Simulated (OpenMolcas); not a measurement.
Re2+ among 5 point charges of -2 e arranged as a square pyramid (C4v), 1.88 Å from the ion, with the axial distance 1.936 Å. The active orbitals were held to one l.

```json
{
 "Program": "OpenMolcas",
 "Method": "CASSCF",
 "Basis": "ANO-RCC-VDZP [7s6p4d2f1g]",
 "Scalar Hamiltonian": "DKH2, point nucleus",
 "Active space": "5 electrons in 5 orbitals (5d)",
 "State averaging": "2S+1 = 6 even, 1 root; 2S+1 = 4 even, 24 roots; 2S+1 = 2 even, 75 roots",
 "Spin-orbit coupling": "RASSI with atomic mean-field integrals over the reference wave functions"
}
```

(1) What is the spin-free ground state?

(2) Where is the first state of the same spin?

(3) What are the lowest two levels with spin-orbit coupling?

(4) What is χT at 300 K?

Answers

(1) A state of multiplicity 2, 1-fold in its orbital part, 28 % from free-ion H terms; d5 allows 2S+1 = 6, so this is a state of lower spin.

(2) A 2-fold state lies at 10200 cm-1 above the ground state.

(3) A 2-fold level with g = 1.13, 2.90, 2.90, then a 2-fold level 4229 cm-1 above it. Their leading multiplicities are 2 (73 %) and 4 (91 %).

(4) 0.65 cm3 K/mol.

Spin-orbit coupling mixes the spin-free states strongly: the lowest level takes only 66 % from its leading state, 2S+1 = 2. Without dynamic correlation the repulsion within the d shell is too large (B by tens of per cent), so at a given field states of lower spin stand too high. Point charges carry no covalency, so the field is a model and not that of real ligands. An unlabelled pair can be two single states that coincide in this model. No measured value stands beside these numbers.
